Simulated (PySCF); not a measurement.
## Se (selenium, neutral) across methods

[Ar] 3d10 4s1 4p4 4d1, one real determinant (an excited configuration). Calculation: PySCF 2.14, in aug-cc-pwCVTZ-PP with ECP10MDF; scalar relativity through the core potential.

| method | E (hartree) | mean ε 4p α (eV) | mean ε 4p β (eV) | mean ε 4d α (eV) | Σ⟨r²⟩ (bohr²) | ⟨S²⟩ |
| --- | --- | --- | --- | --- | --- | --- |
| UHF | -371.19127 | -15.828 | -10.098 | -1.367 | 50.31 | 6.018 |
| LDA | -371.8778 | -10.495 | -8.204 | 0.671 | 50.34 | 6.003 |
| wB97X | -372.4452 | -14.147 | -11.162 | -1.293 | 49.64 | 6.004 |
| HSE06 | -372.3958 | -11.466 | -8.585 | 0.411 | 50.14 | 6.004 |
| PBE0 | -372.4036 | -11.900 | -8.932 | 0.044 | 50.06 | 6.005 |
| r2SCAN | -372.3130 | -11.021 | -8.214 | 0.613 | 50.08 | 6.008 |
| PBE | -372.4401 | -10.398 | -8.093 | 0.604 | 50.28 | 6.004 |
| wB97X-V | -372.3838 | -14.156 | -11.195 | -1.359 | 49.89 | 6.004 |
| r2SCAN0 | -372.3095 | -12.342 | -9.006 | 0.072 | 49.98 | 6.009 |

⟨L²⟩ = 8.04 against 12 for a pure F term, so this real determinant mixes terms. Energies and moments cover only the electrons outside the core potential. The outer electron is Rydberg-like, and this basis confines it to a smaller radius and binds it less than a complete one would.

The highest occupied level is positive at LDA, HSE06, PBE0, r2SCAN, PBE, r2SCAN0: only the finite basis holds that electron, which in a density functional comes from self-interaction.
